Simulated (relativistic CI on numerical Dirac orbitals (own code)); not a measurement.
Computed by Dirac-Coulomb-Breit CI, KLI orbitals optimised for each configuration, QED by a radiative potential, unscaled Slater integrals (own radial code, finite nucleus).

The strongest absorption lines from the ground level of an ion, among the configurations computed and to levels below about 382 eV (vacuum wavelength in Å, gf): 32.488 (0.27), 32.953 (0.63), 48.035 (0.33), 48.344 (4.8), 48.529 (9.9), 49.086 (9.3), 51.532 (12), 58.149 (0.22).

(1) Which ion is it?
A. Re XXIX
B. Ir XXXI
C. Tm XXIII
D. Ta XXVII

## Answers

(1) D. Ta XXVII has 47 electrons and the ground level 4s²4p⁶4d¹⁰4f ²F°5/2; the strongest line goes to 4s²4p⁶4d⁹4f² ²G7/2. The pattern of lines fixes the number of electrons, and along that sequence the line energies rise steadily with the charge (about as its square where n changes within one kind of shell, about linearly where n is kept but much faster in heavy ions where fine structure, which grows about as Z⁴, sets the gap, and irregularly where shells cross), which fixes Z. Configurations outside the model, such as inner-shell arrays, can give stronger lines. At this charge energies of transitions that change n are usually good to better than 1 %, and those within a shell (Δn = 0) to a few per cent.

LS names give the leading component of a level, which can be under half, so a name can repeat, a term be missing and a line seem to break the LS rules.
